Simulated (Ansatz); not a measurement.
All values below come from frozen-core CCSD(T)/cc-pVTZ // PBE0-D4/def2-TZVP (Ansatz, a first-principles code).

Ansatz 0.2 input:
```yaml
crystal:
  periodic: [false, false, false]
  atoms:
    - { symbol: C, position_ang: [1.372917, 0.286644, -0.014404] }
    - { symbol: C, position_ang: [0.27899, -0.348994, 0.373471] }
    - { symbol: C, position_ang: [-1.092544, -0.052705, -0.151151] }
    - { symbol: O, position_ang: [-1.211231, 0.924214, -1.075242] }
    - { symbol: H, position_ang: [1.321014, 1.077392, -0.754639] }
    - { symbol: H, position_ang: [2.344919, 0.038364, 0.393963] }
    - { symbol: H, position_ang: [0.333607, -1.142134, 1.11619] }
    - { symbol: H, position_ang: [-1.788001, 0.186474, 0.680659] }
    - { symbol: H, position_ang: [-1.55967, -0.969257, -0.568848] }
basis:
  gaussian: { orbitals: cc-pVTZ }
correlation:
  method: ccsd_t
magnetization:
  spin_polarized: true
  initial_magnetization: 1
```

Output:

```
Functional definition: HF
1088 factors; integrals over basis functions are off by at most 9.0e-4 eV
mean field evaluation 1: about -5201.5973 eV, gradient 2.7e1 eV
mean field evaluation 2: about -5201.6008 eV, gradient 2.7e1 eV
mean field evaluation 4: about -5206.5421 eV, gradient 5.6e0 eV
mean field evaluation 8: about -5207.5105 eV, gradient 2.8e-1 eV
mean field evaluation 16: about -5207.5137 eV, gradient 1.8e-6 eV
mean field evaluation 32: about -5207.5129 eV, gradient 3.5e-2 eV
mean field evaluation 64: about -5207.2734 eV, gradient 6.8e0 eV
mean field evaluation 96: about -5207.3271 eV, gradient 6.2e-2 eV
mean field evaluation 128: about -5201.0982 eV, gradient 9.8e0 eV
mean field -5207.51373016 eV, -191.3725998038 hartree, gradient 1.8e-6 eV, S^2 0.761759; 8 other end points of the search recorded, 0 dependent functions left out
determinant -5207.51373016 eV, -191.3725998038 hartree, with singles and doubles -5227.38214462 eV, -192.1027505678 hartree
determinant -5207.32715760 eV, -191.3657433888 hartree, with singles and doubles -5227.14982339 eV, -192.0942129202 hartree
determinant -5207.51373016 eV, -191.3725998038 hartree, with singles and doubles -5227.18486680 eV, -192.0955007416 hartree
determinant -5207.32715760 eV, -191.3657433888 hartree, with singles and doubles -5226.95002958 eV, -192.0868706329 hartree
4 core orbitals not correlated
reference -5207.51373016 eV, -191.3725998038 hartree; 12, 11 occupied and 174, 175 virtual orbitals, 1088 factors
second order -18.53325666 eV of doubles, -0.00000000 eV of singles
cycle   1  -19.67113302 eV  change    3.6e-6 eV  update   4.5e-6
perturbative correction -0.79818311 eV, -0.0293326882 hartree
Total energy: -5227.98304629 eV, -192.1248332969 hartree
```

Cost: roughly 50 core-minutes.
